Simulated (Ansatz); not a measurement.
Coupled-cluster run, `C=[C]1[SiH2][Zn]1`.

```yaml
crystal:
  periodic: [false, false, false]
  atoms:
    - {symbol: C, position_ang: [-0.912430, 1.199297, -0.154236]}
    - {symbol: C, position_ang: [0.242874, 0.568796, 0.016959]}
    - {symbol: Si, position_ang: [0.622678, -1.282758, 0.108096]}
    - {symbol: Zn, position_ang: [1.944727, 0.328178, -1.038973]}
    - {symbol: H, position_ang: [-0.972667, 2.281046, -0.259346]}
    - {symbol: H, position_ang: [-1.869904, 0.673623, -0.187303]}
    - {symbol: H, position_ang: [1.513990, -1.521025, 1.280624]}
    - {symbol: H, position_ang: [-0.477167, -2.304256, 0.178278]}
basis:
  gaussian: {orbitals: def2-TZVPP}
correlation: {method: ccsd_t, frozen_orbitals: {C: 1, H: 0, Si: 5, Zn: 9}}
```

```sh
$ ansatz run in.yaml --threads 4 --pin off --events-out ev --progress --plain --max-ram 10444MiB
```

Log, shortened:

```
Functional definition: HF
1384 factors; integrals over basis functions are off by at most 1.1e-3 eV
mean field evaluation 1: about -58354.7678 eV, gradient 3.9e1 eV
mean field evaluation 2: about -58355.0844 eV, gradient 3.9e1 eV
mean field evaluation 4: about -58359.7946 eV, gradient 6.0e0 eV
mean field evaluation 8: about -58359.9464 eV, gradient 9.1e-1 eV
mean field evaluation 16: about -58359.9558 eV, gradient 1.6e-6 eV
mean field -58359.95580445 eV, -2144.6888180148 hartree, gradient 2.4e-6 eV, S^2 0.000000; 1 other end points of the search recorded, 0 dependent functions left out; unrestricted orbitals would lower it
16 core orbitals not correlated: weight in the atoms' cores, before any rotation towards them, 1.000 or more for the frozen orbitals, at most 0.000 for the correlated occupied ones
reference -58359.95580445 eV, -2144.6888180148 hartree; 14, 14 occupied and 194, 194 virtual orbitals, 1384 factors
second order -25.96249384 eV of doubles, -0.00000000 eV of singles
cycle   1  -24.43486548 eV  change     1.5e0 eV  update   1.5e-1
cycle   2  -25.31056085 eV  change   -8.8e-1 eV  update   5.9e-2
cycle   3  -25.51311659 eV  change   -2.0e-1 eV  update   3.1e-2
cycle   4  -25.47654385 eV  change    3.7e-2 eV  update   1.2e-2
cycle   5  -25.46847168 eV  change    8.1e-3 eV  update   6.7e-3
cycle   6  -25.47487721 eV  change   -6.4e-3 eV  update   3.2e-3
cycle   7  -25.47396889 eV  change    9.1e-4 eV  update   1.7e-3
cycle   8  -25.47292532 eV  change    1.0e-3 eV  update   8.2e-4
cycle   9  -25.47349391 eV  change   -5.7e-4 eV  update   4.6e-4
cycle  10  -25.47340897 eV  change    8.5e-5 eV  update   2.6e-4
cycle  11  -25.47318927 eV  change    2.2e-4 eV  update   1.4e-4
cycle  12  -25.47345220 eV  change   -2.6e-4 eV  update   6.2e-5
cycle  13  -25.47339975 eV  change    5.2e-5 eV  update   3.1e-5
cycle  14  -25.47345300 eV  change   -5.3e-5 eV  update   1.3e-5
cycle  15  -25.47345012 eV  change    2.9e-6 eV  update   6.2e-6
perturbative correction -1.18786571 eV, -0.0436532597 hartree
Total energy: -58386.61712028 eV, -2145.6686032998 hartree
```

Run time 72 s (4 threads of an Arm Neoverse V2 on a shared host); peak host memory 3.4 GiB.

MP2 recovers 97.4 % of the CCSD(T) correlation energy and the triples give 4.5 %; T1 = 0.0217.
